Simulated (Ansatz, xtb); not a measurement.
C2H6AlNO3: which of two structures lies lower

We compare a, a singlet given by its coordinates, with b, a singlet given by its coordinates. Both are isolated molecules in the gas phase, relaxed with PBE0-D4/def2-SVP.

a (Å):

```xyz
13

C     1.9688    0.8399   -0.6273
C     0.7120    0.4101   -0.0565
Al   -2.0545   -0.5360    1.1988
N    -0.2875    0.0679    0.3975
O    -2.7193   -1.3670   -0.1572
O    -2.7333    0.9987    1.5922
O    -1.4669   -1.4967    2.5037
H     2.7911    0.5993    0.0615
H     2.1368    0.3260   -1.5846
H     1.9466    1.9256   -0.7988
H    -3.5100   -1.0208   -0.5731
H    -2.8702    1.2270    2.5126
H    -1.6296   -2.4409    2.4981
```

Close contacts (Å): C1–C2 1.45, C2–N4 1.15, Al3–N4 2.03, Al3–O5 1.72, Al3–O6 1.72, Al3–O7 1.72, C1–H8 1.10, C1–H9 1.10, C1–H10 1.10, O5–H11 0.96, O6–H12 0.96, O7–H13 0.96.

b (Å):

```xyz
13

C     1.0497   -0.0622   -0.3275
C    -0.2065   -0.8857   -0.3077
Al   -1.7257    0.5222    1.5664
N    -1.2588   -0.7104    0.3738
O    -0.1053   -1.9229   -1.1579
O    -0.6431    1.7698    1.9827
O    -3.2458    0.5045    2.3256
H     0.9773    0.7838    0.3666
H     1.2338    0.3043   -1.3491
H     1.9097   -0.6952   -0.0604
H    -0.9504   -2.3924   -1.0800
H    -0.8439    2.4579    2.6189
H    -3.9091   -0.1633    2.1455
```

Close contacts (Å): C1–C2 1.50, C2–N4 1.27, C2–O5 1.34, Al3–N4 1.78, Al3–O6 1.70, Al3–O7 1.70, C1–H8 1.10, C1–H9 1.10, C1–H10 1.10, O5–H11 0.97, O6–H12 0.96, O7–H13 0.96.

Problem. Estimate E(b) − E(a) at the level CCSD(T)/def2-SVP + ΔMP2/def2-TZVPP.

Solution. Calculated at CCSD(T)/def2-SVP + ΔMP2/def2-TZVPP: E(b) − E(a) = +100.9 kJ/mol, so structure a lies lower.

The same difference at several levels:

| level | geometry | E(b) − E(a) (kJ/mol) | departure from the last row (kJ/mol) | job, with rough time for the two |
| --- | --- | --- | --- | --- |
| PBE0-D4/def2-SVP | PBE0-D4/def2-SVP | +41.6 | −59.3 | optimisation, 71 s |
| HF/def2-SVP | PBE0-D4/def2-SVP | +89.1 | −11.8 | part of the CCSD(T) run |
| MP2/def2-SVP | PBE0-D4/def2-SVP | +97.4 | −3.5 | part of the CCSD(T) run |
| CCSD(T)/def2-SVP | PBE0-D4/def2-SVP | +89.9 | −11.1 | single point |
| CCSD(T)/def2-SVP + ΔMP2/def2-TZVPP | PBE0-D4/def2-SVP | +100.9 |  | single point, 92 s |

The levels shown agree on the order. The largest departure from CCSD(T)/def2-SVP + ΔMP2/def2-TZVPP is that of PBE0-D4/def2-SVP, 59.3 kJ/mol. A small imaginary or near-zero mode remains, so no thermal terms are given. Levels run at GFN2-xTB geometries aren't shown. The last row adds to CCSD(T) the change of the MP2 difference between the two basis sets, here +11.1 kJ/mol.

The correlated steps freeze 11 core orbitals. Run with Ansatz 0.2.0, xtb 6.7.1; the last row on 2 threads of Arm Neoverse V2 on a shared host.
